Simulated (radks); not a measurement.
Values are calculated unless marked as measured or tabulated.
All-electron atom: Fe+ in [Ar] 3d6 4s1 (the NIST ground configuration).

Code: a radial shooting solver on a logarithmic mesh with Libxc functionals. Model: Dirac Kohn-Sham, PBE, spin-unpolarised, spherical densities, finite nucleus; open shells fill j = l - 1/2 first; Fermi nuclear charge, rms radius 3.7377 fm.

Energy parts (eV):
part                      energy
total                 -34617.228
kinetic                35099.062
electron-nucleus      -82643.396
Hartree                14434.558
exchange-correlation   -1507.452

Orbitals (lengths in bohr, moments of r in powers of bohr):
| orbital | occ. | eigenvalue (eV) | <r^2> | <r> | small-component weight |
|---|---|---|---|---|---|
| 1s1/2 | 2 | -7005.860 | 0.004595 | 0.05845 | 8.75e-03 |
| 2s1/2 | 2 | -827.7955 | 0.08407 | 0.2667 | 1.61e-03 |
| 2p1/2 | 2 | -714.9080 | 0.06707 | 0.2334 | 1.59e-03 |
| 2p3/2 | 4 | -702.4257 | 0.06869 | 0.2365 | 1.57e-03 |
| 3s1/2 | 2 | -102.4811 | 0.7597 | 0.8110 | 3.48e-04 |
| 3p1/2 | 2 | -69.5614 | 0.8566 | 0.8519 | 3.08e-04 |
| 3p3/2 | 4 | -68.0227 | 0.8756 | 0.8613 | 3.02e-04 |
| 3d3/2 | 4 | -16.0177 | 1.629 | 1.109 | 1.91e-04 |
| 3d5/2 | 2 | -15.8635 | 1.648 | 1.115 | 1.90e-04 |
| 4s1/2 | 1 | -12.3231 | 8.422 | 2.712 | 3.82e-05 |

The highest occupied level is 4s1/2 at -12.323 eV. The density falls to 0.001 e/bohr^3 at r = 3.88 bohr. Summed over all electrons, <r^2> = 25.56 bohr^2, which gives a Langevin (diamagnetic) susceptibility term of -20.2 x 10^-6 cm^3/mol. For comparison, the ionisation energy in NIST's Atomic Spectra Database is 16.199 eV (measured). In exact Kohn-Sham theory the highest level is minus the ionisation energy, but local and semilocal functionals leave it too shallow, through self-interaction and a potential that decays too fast; potentials with the right tail come closer.

Beside tabulated values, note that spin-unpolarised runs miss the spin-polarisation part of the exchange energy of open shells.
